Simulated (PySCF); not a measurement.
C4H3Cl3FO (doublet state).
Cartesian coordinates in Å at the GFN2-xTB level; atoms count from 1:
```
atom  x, y, z in Å
O1     1.0297   -2.2761    0.1047
C2     1.2223   -1.0736    0.0527
C3     0.1510   -0.1155    0.0090
C4    -1.2181   -0.6947    0.0447
F5    -2.2242    0.2067   -0.0827
C6     0.3425    1.3380   -0.0720
Cl7    2.0341    1.8483   -0.0345
Cl8   -0.5026    2.1491    1.2948
Cl9   -0.3749    1.9422   -1.6144
H10    2.2386   -0.6585    0.0380
H11   -1.3269   -1.4363   -0.7618
H12   -1.3703   -1.2303    0.9956
```

The hyperfine couplings belong to this conformer and change with its torsions.

As a line formula: `O=C[C](CF)C(Cl)(Cl)Cl` [radical].

Method used: PySCF, UKS B3LYP, pcH-1 on C Cl F H O, non-relativistic, mean-field spin-orbit, GIAO. Isolated species at its GFN2-xTB geometry (one conformer only). Couplings are sensitive to structure, and on GFN2-xTB geometries they can be far from those on DFT ones. No stability test was run, so a lower SCF solution isn't excluded.

**Question.** The isotropic 13C couplings are +66.7, -35.1, -31.2, -28.3 MHz. Assign them to C2; C3; C4; C6.

**Answer.** 
| site | a_iso (MHz) | ρ(0) (bohr⁻³) | position | distance from C3 (Å) | spin population | largest \|T\| (MHz) |
| --- | --- | --- | --- | --- | --- | --- |
| C2 | -35.1 | -0.0313 | 1 bond from C3 | 1.44 | -0.11 | 11.8 |
| C3 | +66.7 | +0.0596 | largest spin population | 0.00 | +0.73 | 123.1 |
| C4 | -28.3 | -0.0252 | 1 bond from C3 | 1.49 | -0.05 | 2.5 |
| C6 | -31.2 | -0.0278 | 1 bond from C3 | 1.47 | -0.05 | 2.6 |

**Question.** Match the computed a_iso(1H) values +94.6, -1.1 MHz (means over equivalent nuclei) with the sites H10; H11/H12.

**Answer.** 
```
   site  a_iso (MHz)  ρ(0) (bohr⁻³)                                            position  distance from C3 (Å)  bound to  spin population there  largest |T| (MHz)
    H10         -1.1        -0.0003  β, 2 bonds from C3, on C2 of spin population -0.11                  2.16        C2                  -0.11                7.4
H11/H12        +94.6        +0.0212                                  β, 2 bonds from C3                  2.13        C4                  -0.05                6.6
```

ρ(0) is the spin density at the nucleus and T the dipolar tensor; a_iso includes a spin–orbit part; entries for several nuclei are means. Largest spin populations (Mulliken): C3 (+0.73), O1 (+0.28) and C2 (-0.11). The angles at C3 add up to 360.0°, so it is planar.

Nuclei that the bonding pattern makes equivalent are averaged, as if the motion that swaps them (rotation, inversion, ring flip) were fast. The three 35Cl nuclei of mean +7.2 MHz run from -0.1 to 12.2 MHz in the frozen geometry.
